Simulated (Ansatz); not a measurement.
Species: sum formula TiOF₂, charge 0, multiplicity 1. SMILES: [O]=[Ti]([F])[F]
Structure (B3LYP-D3(BJ)/def2-TZVP (Ansatz, a quantum-chemistry and plane-wave program) minimum search):
```xyz
4

Ti     0.0115    -0.0412    -0.0197
O      1.4904    -0.5662    -0.3560
F     -0.5834    -0.3731     1.6455
F     -0.7694     0.9771    -1.2808
```
Charge 0, spin multiplicity 1.

Wanted: vertical ionisation energy (to the doublet state of charge +1; each state is the SCF solution reached for its spin; for the singlet T1 is 0.029), in eV. Cores are frozen in the correlated levels unless marked. Open shells are spin-unrestricted. No spin-orbit coupling. The frozen core is the preceding noble-gas configuration, with the filled d and f shells of earlier blocks. Non-relativistic. CBS marks a two-point X^-3 extrapolation of the correlation energy; Hartree-Fock from the larger set.

| level | program | vertical ionisation energy (eV) |
|---|---|---|
| HF/def2-TZVPPD | Ansatz | 10.71 |
| HF/def2-QZVPPD | Ansatz | 10.69 |
| SVWN5/def2-TZVPD | Ansatz | 12.38 |
| PBE0/def2-TZVPD | Ansatz | 12.17 |
| CAM-B3LYP/def2-TZVPD | Ansatz | 12.41 |
| wB97M-V/def2-TZVPD | Ansatz | 12.32 |
| RI-MP2/def2-TZVPPD | Ansatz | 13.28 |
| RI-MP2/CBS(def2-TZVPPD,def2-QZVPPD) | Ansatz | 13.41 |
| CCSD(T)/def2-SVPD | Ansatz | 12.65 |
